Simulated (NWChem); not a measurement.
# C2H7InO; SMILES [O]([InH][CH3])C

```xyz
11

In    -0.3030     0.3490     0.0001
H     -2.0136     0.1044    -0.0003
C      1.0509     2.0117    -0.0002
H      0.8760     2.6514     0.8769
H      0.9112     2.6191    -0.9062
H      2.0796     1.6276     0.0261
O      0.7141    -1.3856     0.0009
C      0.1598    -2.6569    -0.0006
H      0.4830    -3.2346    -0.8900
H      0.4846    -3.2373     0.8864
H     -0.9516    -2.6732     0.0004
```
Atoms are numbered in this order, from 1.

All runs: NWChem. Medium grid unless said otherwise, to which SCAN and Minnesota functionals are sensitive. Structure relaxed at the PBE0/def2-SVP level. Not confirmed as a minimum by frequencies. def2 effective core potentials on In; no spin-orbit coupling. Hybrids' shares of exact exchange are those that their runs print; pure functionals count as 0. The functionals differ in more than this share.

```csv
row,share of exact exchange,highest occupied level (eV)
PBE/def2-SVP,0.00,-5.46
r2SCAN/def2-SVP,0.00,-5.73
B3LYP/def2-SVP,0.20,-6.64
PBE0/def2-SVP,0.25,-6.88
PW6B95/def2-SVP,0.28,-7.01
Hartree-Fock/def2-SVP,1.00,withheld
```

Task: Fit a straight line of the last column on the one before it, predict the withheld value, and compare with the run.

Result: 
1. Means of the 5 shown rows: x = 0.146, y = -6.344. Slope Σ(x − x̄)(y − ȳ)/Σ(x − x̄)² = -0.3797/0.07432 = -5.109; intercept -5.598.
2. The shown rows scatter about the line by 0.086 (root mean square); the largest residual is +0.14, at PBE/def2-SVP.
3. At x = 1.00 (Hartree-Fock/def2-SVP; beyond the shown range) the line gives -10.71.
4. The run gives -10.69, +0.02 from the line, 0.2 times the scatter.
